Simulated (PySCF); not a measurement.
Mayer bond orders and bond lengths

CF3CH2OCH2CF3, C₄H₄F₆O.
Numbering: `[F:1][C:2]([F:3])([F:4])[CH2:5][O:6][CH2:7][C:8]([F:9])([F:10])[F:11]` (hydrogens: H12, H13 on C5; H14, H15 on C7)

Geometry (GFN2-xTB, Å), atoms numbered from 1 in this order:
```xyz
15
C4H4F6O angstrom
F      1.864    1.330    0.601
C      2.123    0.054    0.264
F      2.117   -0.652    1.394
F      3.371    0.032   -0.219
C      1.131   -0.482   -0.778
O     -0.133   -0.753   -0.253
C     -0.881    0.373    0.145
C     -2.342   -0.065    0.235
F     -3.115    0.961    0.621
F     -2.813   -0.484   -0.941
F     -2.531   -1.047    1.114
H      1.093    0.246   -1.602
H      1.514   -1.438   -1.144
H     -0.581    0.749    1.132
H     -0.819    1.185   -0.592
```

Bond orders from the PBE0/pcSseg-1 density (PySCF). The structure is a single GFN2-xTB conformer in the gas phase; no vibrational or solvent corrections.

(1) Where do the orders between heavy atoms depart from those drawn in the SMILES?

(2) Give the Mayer order of every bond, beside its length.

## Answers

(1) The largest departure is 0.084, at O6–C7 (drawn single, 0.916).

(2) 
| bond | drawn as | length (Å) | Mayer order |
| --- | --- | --- | --- |
| F1–C2 | single | 1.344 | 0.981 |
| C2–F3 | single | 1.332 | 1.020 |
| C2–F4 | single | 1.338 | 1.005 |
| C2–C5 | single | 1.536 | 0.984 |
| C5–O6 | single | 1.395 | 0.951 |
| O6–C7 | single | 1.409 | 0.916 |
| C7–C8 | single | 1.528 | 1.006 |
| C8–F9 | single | 1.342 | 0.994 |
| C8–F10 | single | 1.335 | 1.018 |
| C8–F11 | single | 1.331 | 1.027 |
| C5–H12 | single | 1.100 | 0.931 |
| C5–H13 | single | 1.093 | 0.938 |
| C7–H14 | single | 1.098 | 0.926 |
| C7–H15 | single | 1.099 | 0.926 |

Bonds between the same two heavy elements. C–F: lowest F1–C2 (0.981, 1.344 Å), highest C8–F11 (1.027, 1.331 Å). C–C: lowest C2–C5 (0.984, 1.536 Å), highest C7–C8 (1.006, 1.528 Å). C–O: lowest O6–C7 (0.916, 1.409 Å), highest C5–O6 (0.951, 1.395 Å).

Task: Sum the orders of all bonds at each heavy atom with more than one neighbour and set the sums beside the valence in the SMILES.

Result: C2 3.990 (drawn 4), C5 3.804 (drawn 4), O6 1.867 (drawn 2), C7 3.774 (drawn 4), C8 4.045 (drawn 4). Orders between atoms that aren't bonded are not in these sums.

The Mayer order sums products of elements of PS (density times overlap matrix) between the two atoms' basis functions, so it depends on the basis set.
